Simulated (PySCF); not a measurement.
## Structure from NMR data

An unknown has the formula C9. Its calculated NMR data are:

¹³C{¹H} NMR (computed): δ 390.5 (C), 102.5 (C), 102.5 (C), 82.2 (C), 47.3 (C).

Level of theory: shieldings: GIAO CAM-B3LYP/pcSseg-2, PBE0-D3(BJ)/def2-SVP geometry, in PySCF (one computed conformer, relativity neglected, one averaged value for each set of equivalent atoms, no solvent model).

References, each an isolated molecule treated in the same way: ¹³C against TMS.

Task: Propose a structure and justify it.

Result: 
1. Rings plus π bonds: 10 (no ring in the answer).
2. 5 carbon signals for 9 carbons: some carbons are equivalent by symmetry or fast rotation.
3. Carbon types of the structure: 9 × C.
4. δC 390.5: carbon bonded to C.
5. δC 102.5, 102.5, 82.2, 47.3: central carbon of an allene.

Structure: nonacarbon (SMILES C(=C=C=C=C=C=C=[C])=[C]).

The data come from this structure; uniqueness wasn't tested.

Shifts are as computed, not scaled to solution data. Of 1211 compounds with measured shifts, 218 miss one by over three times the rms of a fit or turn the order of signals round; such compounds aren't used in these exercises.
